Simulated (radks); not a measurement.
Problem. Species: Cd32+. Configuration: [Ne] 3s2 3p4. Calculated with a radial shooting solver on a logarithmic mesh with Libxc functionals: scalar-relativistic Kohn-Sham, r2SCAN, spin-polarised, spherical densities, finite nucleus; open shells are filled with parallel spins first (spin-orbit coupling, left out, can overturn this in heavy ions); meta-GGA in the generalised Kohn-Sham scheme; Fermi nuclear charge, rms radius 4.6087 fm. Some entries of the table are withheld. Estimate them.

orbital,occ.,eigenvalue (Ry),<1/r> (bohr^-1)
1s up,1,-2079.250,50.63
1s down,1,-2078.804,50.64
2s up,1,-412.5206,(1)
2s down,1,-412.3598,(2)
2p up,3,(3),11.23
2p down,3,(4),11.23
3s up,1,-155.6947,4.626
3s down,1,-154.5023,4.608
3p up,3,-146.2790,4.456
3p down,1,-145.0576,4.447

Solution. 
(1) 2s up <1/r> (bohr^-1): 11.68
(2) 2s down <1/r> (bohr^-1): 11.68
(3) 2p up eigenvalue (Ry): -383.6361
(4) 2p down eigenvalue (Ry): -383.2584
